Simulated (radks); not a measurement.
Valence configurations of the dysprosium ion Dy3+ (all share [Xe]). Calculated with a radial shooting solver on a logarithmic mesh with Libxc functionals: Dirac Kohn-Sham, LDA (Slater exchange, Perdew-Wang correlation), spin-unpolarised, spherical densities, finite nucleus; open shells fill j = l - 1/2 first; Fermi nuclear charge, rms radius 5.2218 fm. Energies are relative to 4f9; eigenvalues in eV.

| valence | E (eV) | e(4f5/2) | e(4f7/2) | e(5d3/2) | e(6p1/2) | e(6s1/2) |
|---|---|---|---|---|---|---|
| 4f9 | 0.000 | -35.374 | -34.426 | - | - | - |
| 4f8.5 5d0.5 | 5.163 | -38.877 | -37.899 | -26.302 | - | - |
| 4f8.5 6p0.5 | 9.097 | -40.984 | -40.004 | - | -19.784 | - |
| 4f8 5d1 | 11.633 | -42.571 | -41.562 | -27.250 | - | - |
| 4f8 6s1 | 14.964 | -45.895 | -44.883 | - | - | -25.872 |
| 4f7.5 5d1.5 | 19.507 | -46.437 | -45.398 | -28.183 | - | - |
| 4f8 6p1 | 20.338 | -46.864 | -45.852 | - | -21.032 | - |
| 4f7.5 5d0.5 6s1 | 23.348 | -49.836 | -48.794 | -30.537 | - | -26.293 |
| 4f6.5 5d2.5 | 39.822 | -54.632 | -53.530 | -30.010 | - | - |
| 4f5.5 5d1.5 6s2 | 80.491 | -70.855 | - | -36.843 | - | -29.148 |

NIST lists [Xe] 4f9 as the ground configuration; this level of theory agrees among the configurations tried. The energies are those of spherical spin-averaged densities, not of single terms.
